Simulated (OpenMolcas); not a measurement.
**Ti2+, Zr2+, Hf2+: d2 down the group**

```
Program             : OpenMolcas 26.06
Method              : CASSCF
Basis               : ANO-RCC-VTZP
Scalar Hamiltonian  : DKH2, point nucleus
Spin-orbit coupling : state interaction with AMFI integrals over the reference wave functions, term energies averaged over their components
```

Active space for each ion: 2 electrons in 10 orbitals (d d).

Computed levels in cm-1 above 3F2:

| Level | Ti2+ | Zr2+ | Hf2+ |
| --- | --- | --- | --- |
| 3F3 | 194 | 672 | 3077 |
| 3F4 | 447 | 1494 | 6145 |
| 1D2 | 10889 | 8963 | 10805 |
| 3P0 | 13083 | 10057 | 10944 |
| 3P1 | 13148 | 10305 | 12398 |
| 3P2 | 13286 | 10914 | 15688 |
| 1G4 | 16780 | 13526 | 16408 |
| 1S0 | 39627 | 31671 | 34245 |
| weight of 3F in the lowest level (%) | 100 | 100 | 95 |

Mixed levels, with the weight of the term that names them: Hf2+ 1D2 (62 %), Hf2+ 3P2 (66 %).

Measured, with the error of the calculation in %. Measured levels: Ti2+ from Corliss and Sugar, J. Phys. Chem. Ref. Data 8, 1 (1979); Zr2+ from Moore, Atomic Energy Levels, vol. II, NSRDS-NBS 35 (1971 reprint of NBS Circular 467, 1952); NIST levels as listed in Rynkun, Gaigalas and Jonsson, Astron. Astrophys. 637, A10 (2020).

```csv
Level,Ti2+,Zr2+
3F3,185 (+5.0),681 (-1.3)
3F4,420 (+6.4),1486 (+0.5)
1D2,8474 (+28.5),5742 (+56.1)
3P0,10538 (+24.1),8062 (+24.7)
3P1,10604 (+24.0),8326 (+23.8)
3P2,10721 (+23.9),8838 (+23.5)
1G4,14398 (+16.5),11049 (+22.4)
1S0,32476 (+22.0),23979 (+32.1)
```

The fine-structure level 3F4 changes by a factor of 13.7 from Ti2+ to Hf2+.

Without spin-orbit coupling 1D lies 10642, 8237, 7993 cm-1 above 3F in that order; the difference to the level 1D2, of either sign, comes from spin-orbit coupling, which also lowers the zero.

Without dynamic correlation excited terms often stand tens of per cent too high (terms of higher spin than the ground term too low), and those without a measured partner can miss by more than the paired ones. Active for correlation alone: 4d; no level in the range computed is led by a configuration that fills it, so any true level of that kind is missing (holds for Ti2+). Some levels mix across a computed gap that differs much from the measured one, so their mixing is not that of the real levels (holds for Zr2+). Active for correlation alone: 5d; no level in the range computed is led by a configuration that fills it, so any true level of that kind is missing (holds for Zr2+). Active for correlation alone: 6d; no level in the range computed is led by a configuration that fills it, so any true level of that kind is missing (holds for Hf2+). Computed and measured levels are paired by configuration, term and J; levels that our copy of the source lacks, or whose pairing is in doubt (as where it misses far off the trend of its configuration), stay unpaired and out of the deviations. Only configurations of the active space appear.
